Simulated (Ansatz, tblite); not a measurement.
Forces on dibenzothiophene S,S-dioxide (C₁₂H₈O₂S) at its PBE-D4/def2-SVP geometry. Charge 0, multiplicity 1.

The xTB rows come from tblite.

GFN2-xTB (tblite), largest force 2.16 eV/Å:

```xyz
23
positions Å, forces eV/Å
O    -3.096    0.242    0.345    1.417   -1.529   -0.550
S    -1.997   -0.683   -0.009   -0.947   -0.324   -0.005
O    -2.297   -2.086   -0.371    0.180    2.075    0.557
C    -0.915    0.069   -1.246    0.071    0.220   -0.638
C    -1.263    0.355   -2.564    0.419    0.097    0.152
C    -0.285    0.943   -3.385    0.173    0.000    0.193
C     0.995    1.226   -2.874   -0.276   -0.148    0.170
C     1.324    0.929   -1.541   -0.122    0.004   -0.150
C     0.359    0.341   -0.707   -0.280   -0.015   -0.261
C     0.486   -0.052    0.711   -0.233   -0.159    0.259
C     1.602    0.072    1.555   -0.095   -0.080    0.149
C     1.513   -0.368    2.886   -0.307   -0.051   -0.172
C     0.324   -0.930    3.385    0.138    0.107   -0.192
C    -0.803   -1.061    2.554    0.393    0.179   -0.149
C    -0.692   -0.618    1.238    0.186   -0.133    0.639
H    -2.270    0.125   -2.943    0.669    0.138    0.300
H    -0.523    1.183   -4.432    0.170   -0.141    0.649
H     1.751    1.687   -3.528   -0.470   -0.287    0.408
H     2.330    1.156   -1.156   -0.628   -0.140   -0.248
H     2.540    0.509    1.179   -0.584   -0.275    0.242
H     2.387   -0.272    3.547   -0.544   -0.060   -0.413
H     0.273   -1.269    4.430    0.054    0.217   -0.648
H    -1.743   -1.498    2.924    0.616    0.302   -0.293
```

PBE-D4/def2-TZVP (Ansatz), largest force 1.26 eV/Å:

```
O 0.878 -0.846 -0.313
S -0.482 -0.165 -0.002
O 0.174 1.206 0.318
C -0.031 -0.006 -0.015
C 0.049 0.006 0.035
C 0.011 -0.003 0.024
C -0.032 -0.022 0.031
C -0.036 -0.007 -0.019
C -0.084 0.010 -0.125
C -0.062 -0.059 0.125
C -0.032 -0.018 0.018
C -0.038 -0.003 -0.031
C 0.007 0.010 -0.023
C 0.043 0.024 -0.035
C -0.028 -0.014 0.015
H 0.295 0.071 0.097
H 0.070 -0.068 0.298
H -0.214 -0.130 0.183
H -0.275 -0.061 -0.110
H -0.256 -0.121 0.107
H -0.247 -0.028 -0.185
H 0.016 0.097 -0.298
H 0.277 0.125 -0.094
```

r2SCAN-D4/def2-TZVP (Ansatz), largest force 2.04 eV/Å:

```
O 1.439 -1.354 -0.504
S -0.906 -0.310 -0.004
O 0.304 1.951 0.512
C 0.027 0.027 -0.057
C 0.091 0.009 0.074
C 0.031 -0.008 0.062
C -0.076 -0.045 0.058
C -0.059 -0.012 -0.026
C -0.126 0.038 -0.263
C -0.079 -0.107 0.262
C -0.054 -0.027 0.026
C -0.087 -0.011 -0.059
C 0.020 0.027 -0.062
C 0.078 0.048 -0.073
C 0.037 -0.005 0.058
H 0.509 0.119 0.183
H 0.123 -0.121 0.530
H -0.381 -0.231 0.328
H -0.495 -0.110 -0.195
H -0.460 -0.216 0.191
H -0.440 -0.049 -0.332
H 0.027 0.172 -0.529
H 0.477 0.219 -0.178
```
